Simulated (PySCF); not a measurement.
C2H5Cl2GeN, SMILES C/C=[N]/[GeH]([Cl])[Cl]. Geometry: PBE-D3(BJ)/def2-SVP. The structure was generated by enumeration; whether it is a known compound was not checked. One conformer was computed; it need not be the lowest.

Q: Give the equilibrium geometry at PBE-D3(BJ)/def2-SVP (PySCF confirms it by a frequency run) as Cartesian coordinates in Å, and its point group. (Estimate from the structure and the level; the computed values follow.)

A: Several could match; the one computed here: point group Cs.
```xyz
11

C     -3.7287     0.3108     0.0000
C     -2.3406    -0.2525     0.0000
N     -1.2990     0.4975     0.0000
Ge     0.3495    -0.3676     0.0000
Cl     1.4301     0.2918    -1.7553
Cl     1.4301     0.2918     1.7553
H     -4.2873    -0.0530     0.8889
H     -3.7006     1.4161     0.0000
H     -4.2873    -0.0530    -0.8889
H     -2.2944    -1.3767     0.0000
H      0.2690    -1.9221     0.0000
```
